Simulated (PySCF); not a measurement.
# C: excitation energy

C [He] 2s2 2p2 (3P) → C [He] 2s2 2p1 3s1 (3P), as a difference of total energies. Calculation: PySCF 2.14, in dyall-acv3z (15s9p4d2f, 76 functions); the non-relativistic Hamiltonian (point nucleus). Correlated levels: valence: 1s2 frozen; valence and next inner shell: nothing frozen; virtual orbitals above 40 to 60 times the deepest correlated orbital energy dropped. The calculations carry no spin-orbit coupling.

```
                                method  excitation energy (cm⁻¹)
                                   UHF                     59814
                                   LDA                     63827
                                   PBE                     62558
                                r2SCAN                     64972
                               wB97X-V                     63220
                                  PW91                     62997
                                  BLYP                     62495
                               LC-wPBE                     64957
                     SCS-MP2 (valence)                     61266
    MP2 (valence and next inner shell)                     62181
SCS-MP2 (valence and next inner shell)                     61293
```

Q: Estimate what MP2 (valence) gives.

A: 62092 cm⁻¹, closest to MP2 (valence and next inner shell) among the rows shown.

Q: Estimate what PBE0 gives.

A: 62739 cm⁻¹, closest to PBE among the rows shown.

Errors of the correlated levels include the incompleteness of this basis and the frozen core.

The promoted electron is Rydberg-like, and one or two diffuse shells describe it only roughly, which tends to raise the upper state.

For comparison: 60343 cm⁻¹ (measured; NIST levels, between the centres of gravity of the two terms).
